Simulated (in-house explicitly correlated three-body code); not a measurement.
Computed with an exponentially correlated three-body code. Model: two electrons around a point charge, non-relativistic, variational in 260 exponentially correlated functions (energies converged to about 1e-7 hartree, or 1e-8 relative for large Z).

Command:
```bash
python run_hyl.py task.json out
```
Settings (lengths in bohr, energies in hartree):
```
Z                      2.5
nuclear_mass           0.4
interaction_strength   1
functions              260
states_tried           13
```

Time taken, with all properties: 33 s on 1 thread of Intel(R) Xeon(R) Platinum 8375C CPU @ 2.90GHz (Ice Lake) (shared host).

**Those bound S and P states to n = 4 that converged, binding against the one-electron ion.**

Given: nuclear charge 2.5; mass of the centre 0.4 electron masses.

Computed: one-electron threshold -0.892857143 hartree.

```tsv
term	energy (hartree)	binding (eV)
1 1S	-1.47669155	15.887
2 3S	-1.01307627	3.2713
3 3S	-0.952401856	1.6203
```

**Converged states only, values per electron or pair.**

```csv
term,mean r (bohr),mean r squared (bohr²),mean inverse r (1/bohr),mean r12 (bohr),mean inverse r12 (1/bohr),mean cosine,mean p1 dot p2 (bohr⁻²),delta r1 (bohr⁻³),delta r12 (bohr⁻³)
1 1S,2.1896,6.3576,0.68484,2.7441,0.4708,0.23764,-0.12481,0.10522,0.0087334
2 3S,5.8107,54.434,0.42917,9.5027,0.1197,0.11829,-0.01882,0.062186,-
3 3S,10.497,205.01,0.39432,18.875,0.066793,0.063008,-0.022688,0.059415,-
```
